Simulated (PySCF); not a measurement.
**Correlation energy of F²⁺ (fluorine, charge +2)**

[He] 2s2 2p3, high-spin 4S determinant. Calculation: PySCF 2.14, in aug-cc-pVDZ-DK (4s3p2d, 23 functions); the spin-free X2C one-electron Hamiltonian (Gaussian nucleus). Frozen: 1s2; 5 electrons correlated.

MP2 pair energies summed by pair of shells (mhartree):

| pair | energy | share (%) |
| --- | --- | --- |
| 2s-2p | -47.76 | 67.8 |
| 2p-2p | -15.61 | 22.2 |
| 2s-2s | -7.06 | 10.0 |

Total MP2 correlation energy: -70.42 mhartree.

Same-spin part -17.94 and opposite-spin part -52.48 mhartree; SCS-MP2 scales them by 1/3 and 6/5 to -68.96 mhartree.

```csv
level,correlation energy (mhartree)
CCSD,-84.90
(T),-0.51
CCSD(T),-85.41
```

Diagnostics: T1 = 0.0031, D1 = 0.0044, largest double amplitude 0.027.

Cost of the coupled-cluster step: 0.22 s of wall time on 1 thread of Neoverse-N1 (shared host), for 5 correlated electrons.
